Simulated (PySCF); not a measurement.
Compound: C6H6FP.
Numbering: `[CH3:1][c:2]1[cH:3][cH:4][c:5]([F:6])[p:7][cH:8]1` (hydrogens: H9, H10, H11 on C1; H12 on C3; H13 on C4; H14 on C8)

The same species was optimised twice, with GFN2-xTB and with PBE0-D3(BJ)/def2-SVP (PySCF), and the same property calculations (PySCF, gas phase) were run on both structures.

```
  coordinate  GFN2-xTB  PBE0-D3(BJ)/def2-SVP  change
   C5–F6 (Å)     1.357                 1.338  -0.019
   C2–C8 (Å)     1.383                 1.397  +0.014
   C3–C4 (Å)     1.383                 1.393  +0.010
   C2–C3 (Å)     1.392                 1.401  +0.009
   C4–C5 (Å)     1.377                 1.386  +0.009
   C5–P7 (Å)     1.739                 1.747  +0.008
   C1–C2 (Å)     1.501                 1.505  +0.004
   P7–C8 (Å)     1.732                 1.735  +0.003
C3–C2–C8 (°)     121.8                 120.2    -1.6
C4–C5–P7 (°)     127.1                 126.1    -1.0
C1–C2–C3 (°)     119.0                 119.9    +0.9
F6–C5–P7 (°)     115.9                 116.8    +0.9
C2–C8–P7 (°)     127.5                 128.4    +0.9
C2–C3–C4 (°)     123.3                 123.9    +0.6
C1–C2–C8 (°)     119.3                 119.8    +0.5
C3–C4–C5 (°)     122.4                 122.9    +0.5
```

Rotational constants: A = 3569, B = 1325, C = 972.2 MHz (GFN2-xTB) against A = 3552, B = 1309, C = 962.1 MHz (PBE0-D3(BJ)/def2-SVP).

On the GFN2-xTB structure: lowest triplet, Tamm–Dancoff (eV) 3.12 [PBE0/def2-SVPD]; isotropic polarisability (au) 93.5 [PBE0/def2-SVPD]; HOMO (eV) -7.06 [PBE0/def2-SVPD]; LUMO (eV) -1.66 [PBE0/def2-SVPD]; dipole (D) 3.13 [PBE0/def2-SVPD]; HOMO (eV) -7.07 [PBE0/pcSseg-1]; LUMO (eV) -1.67 [PBE0/pcSseg-1]; dipole (D) 3.16 [PBE0/pcSseg-1]; GIAO shielding of C1 (ppm) 159.9 [PBE0/pcSseg-1]; GIAO shielding of C2 (ppm) 42.4 [PBE0/pcSseg-1]; GIAO shielding of C3 (ppm) 48.4 [PBE0/pcSseg-1]; GIAO shielding of C4 (ppm) 59.1 [PBE0/pcSseg-1]; GIAO shielding of C5 (ppm) -22.5 [PBE0/pcSseg-1]; GIAO shielding of F6 (ppm) 256.6 [PBE0/pcSseg-1]; GIAO shielding of P7 (ppm) 141.1 [PBE0/pcSseg-1]; GIAO shielding of C8 (ppm) 22.8 [PBE0/pcSseg-1].

Problem. What do these properties become on the PBE0-D3(BJ)/def2-SVP structure?

Solution. 
| property | level | on GFN2-xTB | on PBE0-D3(BJ)/def2-SVP | change |
| --- | --- | --- | --- | --- |
| lowest triplet, Tamm–Dancoff (eV) | PBE0/def2-SVPD | 3.12 | 3.10 | -0.02 |
| isotropic polarisability (au) | PBE0/def2-SVPD | 93.5 | 95.0 | +1.5 |
| HOMO (eV) | PBE0/def2-SVPD | -7.06 | -7.03 | +0.03 |
| LUMO (eV) | PBE0/def2-SVPD | -1.66 | -1.65 | +0.01 |
| dipole (D) | PBE0/def2-SVPD | 3.13 | 3.02 | -0.11 |
| energy, GFN2-xTB geometry as zero (kcal/mol) | PBE0/def2-SVPD | 0.0 | -0.7 | -0.7 |
| HOMO (eV) | PBE0/pcSseg-1 | -7.07 | -7.04 | +0.03 |
| LUMO (eV) | PBE0/pcSseg-1 | -1.67 | -1.65 | +0.02 |
| dipole (D) | PBE0/pcSseg-1 | 3.16 | 3.05 | -0.11 |
| energy, GFN2-xTB geometry as zero (kcal/mol) | PBE0/pcSseg-1 | 0.0 | -0.2 | -0.2 |
| GIAO shielding of C1 (ppm) | PBE0/pcSseg-1 | 159.9 | 158.8 | -1.1 |
| GIAO shielding of C2 (ppm) | PBE0/pcSseg-1 | 42.4 | 40.4 | -2.0 |
| GIAO shielding of C3 (ppm) | PBE0/pcSseg-1 | 48.4 | 45.5 | -2.9 |
| GIAO shielding of C4 (ppm) | PBE0/pcSseg-1 | 59.1 | 57.0 | -2.1 |
| GIAO shielding of C5 (ppm) | PBE0/pcSseg-1 | -22.5 | -22.4 | +0.1 |
| GIAO shielding of F6 (ppm) | PBE0/pcSseg-1 | 256.6 | 257.6 | +1.0 |
| GIAO shielding of P7 (ppm) | PBE0/pcSseg-1 | 141.1 | 139.3 | -1.8 |
| GIAO shielding of C8 (ppm) | PBE0/pcSseg-1 | 22.8 | 20.2 | -2.6 |

The heavy atoms differ by 0.016 Å rms after alignment. Among bonds between heavy atoms C5–F6 changes most (-0.019 Å). Changes are differences of the printed values. Neither structure is proved a minimum here.
